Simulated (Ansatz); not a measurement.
System: CH$_{4}$N (charge -1, singlet). 
Geometry from a B3LYP-D3(BJ)/def2-TZVP (Ansatz, a program for electronic structure) optimisation:
```xyz
6

C     -0.5715     0.1438     0.1208
N      0.7349    -0.2874    -0.2334
H     -0.8770     0.1203     1.2200
H     -1.3244    -0.5103    -0.3625
H     -0.9048     1.1911    -0.1860
H      1.3910     0.3481     0.2377
```
Charge -1, spin multiplicity 1.

Basis-set convergence of Hartree-Fock and CCSD(T) correlation energies (hartree) with Ansatz. Valence correlation only, unless marked. Spin-orbit coupling is left out. Non-relativistic. This anion needs diffuse functions, which these sets lack.

| basis | functions | E(HF) | E(corr, CCSD(T)) |
|---|---|---|---|
| cc-pVDZ | 48 | -94.52467 | -0.36765 |
| cc-pVTZ | 116 | -94.56727 | -0.45209 |
| cc-pVQZ | 230 | [?] | [?] |

Task: Some entries are withheld; supply them.

Result: 
- cc-pVQZ, E(HF): -94.58080
- cc-pVQZ, E(corr, CCSD(T)): -0.47881
